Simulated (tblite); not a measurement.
C$_{6}$H$_{9}$O (SMILES O=C1C[CH]CCC1), doublet, geometry from GFN2-xTB; tblite 0.6.0 with GFN1-xTB.

Input for tblite:
```
$ tblite run mol.xyz --method gfn1 --charge 0 --spin 1 --grad --json tblite.json --no-restart

# file mol.xyz
16

O     -0.95681355     0.20131402    -1.86622456
C     -0.81995460     0.09396599    -0.66925929
C     -0.68660874     1.30023976     0.26123098
C      0.77067646     1.15169514     0.37646530
C      1.27255642     0.00826442     1.17194038
C      0.87401466    -1.29884919     0.45123550
C     -0.60129775    -1.21925720     0.05490010
H     -1.00011768     2.21462533    -0.23542150
H     -1.21774724     1.14909270     1.19970155
H      1.40889838     1.62628220    -0.34826660
H      2.35516696     0.05010118     1.29024741
H      0.81056252     0.00753765     2.16444418
H      1.47944774    -1.40772024    -0.45044892
H      1.05612663    -2.16096624     1.09584592
H     -0.86317371    -2.04160412    -0.61128222
H     -1.23097369    -1.26421439     0.94589887
```

What the program printed (banner, timings and long lists left out):

```
xTB calculator
 | screened Coulomb repulsion
 | Coulomb electrostatics
 |  * isotropic Klopman-Ohno-Mataga-Nishimoto electrostatics
 |  * onsite third-order electrostatics
 | DFT-D3(BJ) dispersion correction

halogen bonding energy    0.0000000000000E+00 Eh
repulsion energy          2.7589376960205E-01 Eh
dispersion energy        -6.6296748335859E-03 Eh
number of electrons       3.9000000000000E+01 e
integral cutoff           1.9731147476801E+01 bohr

------------------------------------------------------------
  cycle        total energy    energy error   density error
------------------------------------------------------------
      1     -21.97923986394  -2.2248504E+01   6.2894796E-01
      2     -22.17156656003  -1.9232670E-01   3.6093673E-01
      3     -22.17145183774   1.1472228E-04   1.1583052E-01
      4     -22.17317114701  -1.7193093E-03   1.6059356E-02
      5     -22.17400914682  -8.3799980E-04   2.5101801E-03
      6     -22.17401969172  -1.0544909E-05   3.1319979E-04
      7     -22.17401984333  -1.5160944E-07   7.2077203E-05
      8     -22.17401984764  -4.3022155E-09   4.5002219E-05
      9     -22.17401985051  -2.8739997E-09   2.6873850E-05
     10     -22.17401985211  -1.5961987E-09   2.0048540E-05
     11     -22.17401985342  -1.3174350E-09   1.2174148E-06
------------------------------------------------------------

electronic energy        -2.2443283948192E+01 Eh
total energy             -2.2174019853423E+01 Eh

Post processing:
 | Mayer-Wiberg bond orders

[Info] Tight-binding results written to 'tblite.txt'
[Info] JSON dump of results written to 'tblite.json'
```
